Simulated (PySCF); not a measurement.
## Frontier orbitals and the lowest excitations

Species: C₇H₁₁Cl.
Numbering: `[CH3:1][C@@H:2]1[CH2:3][C@H:4]2[CH2:5][C@@:6]2([Cl:7])[CH2:8]1` (hydrogens: H9, H10, H11 on C1; H12 on C2; H13, H14 on C3; H15 on C4; H16, H17 on C5; H18, H19 on C8)

Geometry (GFN2-xTB, Å), atoms numbered from 1 in this order:
```
atom  x, y, z in Å
C1    -2.0171   -0.3035   -0.7034
C2    -1.0497    0.2271    0.3503
C3    -0.1300    1.3075   -0.2539
C4     1.0725    0.5512   -0.7879
C5     2.1555    0.2059    0.1986
C6     1.0927   -0.7938   -0.1249
Cl7    1.5401   -2.2532   -0.9960
C8    -0.0964   -0.8922    0.8123
H9    -1.4643   -0.7198   -1.5421
H10   -2.6594    0.4937   -1.0710
H11   -2.6483   -1.0840   -0.2844
H12   -1.6235    0.6249    1.1910
H13    0.1773    2.0221    0.5124
H14   -0.6370    1.8574   -1.0450
H15    1.3414    0.6754   -1.8256
H16    3.1481    0.0302   -0.1881
H17    2.1380    0.6682    1.1750
H18    0.2208   -0.7381    1.8456
H19   -0.5705   -1.8698    0.7447
```

Method used: PySCF 2.14.0, density-fitted response routines, TDDFT PBE0/def2-SVPD, vertical, gas phase, core orbitals frozen in the response.

Kohn–Sham orbitals with the atoms that hold most of them (Löwdin shares over 4%, at most four atoms; ? is withheld):

| orbital | ε (eV) | atoms |
| --- | --- | --- |
| HOMO-3 | -9.26 | Cl7 20%, C8 16%, C1 12%, C2 11% |
| HOMO-2 | -8.86 | Cl7 31%, C4 11%, C5 10%, C2 10% |
| HOMO-1 | -8.03 | Cl7 41%, C5 18%, C4 11%, C6 8% |
| HOMO | -7.43 | ? |
| LUMO | ? | ? |
| LUMO+1 | 0.79 | Cl7 23%, H18 8%, H17 8%, C5 8% |
| LUMO+2 | 1.31 | Cl7 22%, H12 12%, H16 10%, H15 9% |

(1) Give the leading atoms of the LUMO.

(2) Give the leading atoms of the HOMO.

(3) What is the LUMO energy, and the HOMO–LUMO gap?

Answers

(1) Cl7 (bonded to C) 29%; C6 (bonded to 3 C and Cl) 11%; H15 (bonded to C) 7%; C1 (bonded to C and 3 H) 7%. By element: chlorine 29%, carbon 18% or more, hydrogen 7% or more.

(2) Cl7 (bonded to C) 39%; C6 (bonded to 3 C and Cl) 20%; C4 (bonded to 3 C and H) 15%; C5 (bonded to 2 C and 2 H) 9%. By element: carbon 44% or more, chlorine 39%.

(3) ε(LUMO) = 0.60 eV; the gap is 8.04 eV (0.2953 hartree).

Question: How does S1 compare with the orbital gap of 8.04 eV?

Answer: S1 is at 6.55 eV (f = 0.0013), 1.49 eV below the gap, made of HOMO→LUMO (76%), HOMO→LUMO+1 (21%). Without the coupling terms of the response equations the lowest excitation would equal the gap.

Next come S2 at 7.19 eV (f 0.025), HOMO-1→LUMO (48%), HOMO→LUMO+1 (27%), HOMO-1→LUMO+1 (12%); S3 at 7.21 eV (f 0.028), HOMO→LUMO+1 (48%), HOMO-1→LUMO (28%), HOMO→LUMO (12%); S4 at 7.69 eV (f 0.0054), HOMO→LUMO+3 (45%), HOMO→LUMO+2 (43%); S5 at 7.74 eV (f 0.031), HOMO→LUMO+2 (35%), HOMO-1→LUMO+1 (31%), HOMO→LUMO+3 (14%).

On Arm Neoverse V2, one thread, on a shared host, this took 51 s and 1.0 GiB of memory at its peak.

One conformer stands for the species.
